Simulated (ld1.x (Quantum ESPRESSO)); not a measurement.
# Scattering properties, ultrasoft potential for neodymium

Nd (Z = 60), ultrasoft, made with ld1.x (Quantum ESPRESSO) 7.5 (PW91, scalar-relativistic). Core [Kr] 4d10, reference 4f4 5s2 5p6 5d0 6s0 6p0 (charge +2). Waves: 5s (bound): rcut 2.75, rcutus 3.00 bohr; 6s (bound, empty): rcut 2.75, rcutus 3.00 bohr; 5p (bound): rcut 2.95, rcutus 3.20 bohr; 6p (bound, empty): rcut 2.95, rcutus 3.20 bohr; 5d (bound, empty): rcut 3.50, rcutus 3.70 bohr; 5d channel at -0.3 Ry: rcut 3.50, rcutus 3.70 bohr; 4f (bound): rcut 1.30, rcutus 1.80 bohr; 4f channel at -0.65 Ry: rcut 1.30, rcutus 1.80 bohr. Local part: all-electron potential smoothed inside 1.75 bohr (lloc = -1). Core correction: Bessel-smoothed model core inside 1.30 bohr. Augmentation charge: PSQ, inside the norm-conserving radii.

The phase is arctan(r·u′/u) with u = r·R(r), unwrapped; energies in Ry, scanned from -6 to 5 Ry. A pole is an energy at which the radial function vanishes at the test radius. The pseudo phase is shifted by a multiple of π to meet the all-electron one at the reference energy, and phase errors are pseudo minus all-electron; the curves can meet again beyond the range given. Levels narrower than the energy grid can be missing from the lists of poles.

```tsv
channel	radius (bohr)	reference energy (Ry)	poles, all-electron	poles, pseudo	unbroken range about the reference energy with phases within 0.05 rad	phase error 1 Ry above the reference energy (rad)
p	4.00	-0.72	-2.56, 0.53, 4.70	-2.55, -2.44, 0.32, 3.99	-2.3 to 0.4	-0.041
d	4.00	-1.00	-0.81, 1.93	-1.47, -0.81, 0.75	-1.1 to 0.0	-0.052
f	4.00	-1.08	-1.06, 0.97, 4.05	-1.06, 0.97, 4.12	below 2.2	-0.000
```

The ghost test of this file was not conclusive. Its overlap operator is not positive definite in a basis up to 400 Ry (lowest eigenvalue s -0.02, p -0.40, d -1.65), so the file is unfit for use: the generalised eigenproblem breaks down once the basis is large enough, and its test numbers describe a broken file.

Phases in the f channel:

```json
{"E (Ry)": "-6.00", "all-electron": "1.465", "pseudo": "1.465"}
{"E (Ry)": "-5.48", "all-electron": "1.459", "pseudo": "1.459"}
{"E (Ry)": "-4.96", "all-electron": "1.453", "pseudo": "1.453"}
{"E (Ry)": "-4.44", "all-electron": "1.446", "pseudo": "1.446"}
{"E (Ry)": "-3.92", "all-electron": "1.437", "pseudo": "1.437"}
{"E (Ry)": "-3.40", "all-electron": "1.425", "pseudo": "1.425"}
{"E (Ry)": "-2.88", "all-electron": "1.410", "pseudo": "1.410"}
{"E (Ry)": "-2.36", "all-electron": "1.390", "pseudo": "1.390"}
{"E (Ry)": "-1.84", "all-electron": "1.359", "pseudo": "1.359"}
{"E (Ry)": "-1.32", "all-electron": "1.297", "pseudo": "1.297"}
{"E (Ry)": "-0.80", "all-electron": "-1.903", "pseudo": "-1.903"}
{"E (Ry)": "-0.28", "all-electron": "-2.293", "pseudo": "-2.293"}
{"E (Ry)": "0.24", "all-electron": "-4.205", "pseudo": "-4.205"}
{"E (Ry)": "0.76", "all-electron": "-4.646", "pseudo": "-4.645"}
{"E (Ry)": "1.28", "all-electron": "-4.793", "pseudo": "-4.792"}
{"E (Ry)": "1.80", "all-electron": "-4.978", "pseudo": "-4.974"}
{"E (Ry)": "2.32", "all-electron": "-6.351", "pseudo": "-6.264"}
{"E (Ry)": "2.84", "all-electron": "-7.617", "pseudo": "-7.605"}
{"E (Ry)": "3.36", "all-electron": "-7.770", "pseudo": "-7.764"}
{"E (Ry)": "3.88", "all-electron": "-7.837", "pseudo": "-7.831"}
{"E (Ry)": "4.40", "all-electron": "-7.886", "pseudo": "-7.878"}
{"E (Ry)": "4.92", "all-electron": "-7.942", "pseudo": "-7.927"}
```
